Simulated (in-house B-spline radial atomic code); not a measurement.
What moves the levels of Zn ([Ar] 3d10 4s2)? Computed with an all-electron radial atomic-structure program (B-spline basis): Dirac-Hartree-Fock, average of configuration, Fermi nucleus of rms radius 3.9283 fm.

Baseline run (computed): total energy -1794.6129 hartree, 1s1/2 at -357.7486 hartree, 4s1/2 at -8.1263 eV with <r> = 2.848 bohr.

Changing the nucleus:

| nucleus | ΔE (eV) |
| --- | --- |
| Fermi nucleus of rms radius 3.9491 fm, A = 66 | 0.00247 |
| Fermi nucleus of rms radius 3.953 fm, A = 67 | 0.00294 |
| Fermi nucleus of rms radius 3.9658 fm, A = 68 | 0.00447 |
| Fermi nucleus of rms radius 3.9845 fm, A = 70 | 0.00672 |

A larger nucleus binds the electrons less, roughly as the density at the nucleus times the change of the nuclear <r²>. The reference is A = 64.
